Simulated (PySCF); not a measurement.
## A small calculation by hand: chemical shift, span and skew from a shielding tensor

CH5F3Si2, SMILES [SiH]([Si@@H](F)C)(F)F. Atoms are numbered in the order given.

```xyz
11

C     -2.2005     0.8833    -0.6839
Si    -0.9706    -0.5008    -0.3912
F     -1.5708    -1.5565     0.7251
Si     1.0432     0.3684     0.4607
F      1.4777     1.5741    -0.5628
F      2.2297    -0.7559     0.4148
H     -3.1462     0.4922    -1.1105
H     -2.4366     1.4206     0.2564
H     -1.7702     1.6135    -1.4006
H     -0.7023    -1.2665    -1.6575
H      1.0134     0.9387     1.8486
```

The structure is a stationary point at PBE-D3(BJ)/def2-SVP. The structure was generated by enumeration; whether it is a known compound was not checked. Other conformers were not sampled.

GIAO shieldings from PBE/pcSseg-1 in PySCF, non-relativistic, no solvent. The symmetric part of the tensor of F3 has the principal values 358.8, 375.7, 434.8 ppm. The same nucleus in CFCl3 has σ = 133.6 ppm at this level (PySCF, at its B3LYP-D3(BJ)/def2-TZVP geometry).

Work out the isotropic shielding, the ¹⁹F shift against CFCl3, the span and the skew.


σ(iso) = (σ11 + σ22 + σ33)/3 = 389.8 ppm. δ = σ(ref) − σ(iso) = 133.6 − (389.8) = -256.2 ppm.
Span Ω = σ33 − σ11 = 76.0 ppm. Skew κ = 3(σ(iso) − σ22)/Ω = 0.56. Tumbling in solution averages the tensor to δ; in a static solid the shielding alone would spread this spin-1/2 line over Ω.
